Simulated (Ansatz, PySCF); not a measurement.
Constitutional and geometric isomers with formula C2H3B. Gas-phase values, no solvent. Strings in code marks are SMILES.

Quantity: electronic energy of isomers of C2H3B relative to `B1C=C1`, in eV. The restricted reference of `B=C=C` is unstable towards unrestricted orbitals.

Level 1: composite: frozen-core CCSD(T) with HF/cc-pVQZ and the correlation energy extrapolated as X^-3 from cc-pVTZ and cc-pVQZ, plus CCSDT(Q) minus CCSD(T) in cc-pVTZ // B3LYP-D3(BJ)/def2-TZVP (Ansatz, a program for electronic structure)
Level 2: frozen-core CCSD(T)/6-31g // B3LYP-D3(BJ)/def2-TZVP (Ansatz)
Level 3: PBE-D3(BJ)/def2-TZVP // B3LYP-D3(BJ)/def2-TZVP (PySCF)
Level 4: SVWN5/6-31G* // B3LYP-D3(BJ)/def2-TZVP (PySCF)

```csv
species,level 1,level 2,level 3,level 4
`B=C=C`,1.12,0.57,1.09,1.25
`BC#C`,0.391,-0.164,0.56,0.81
```
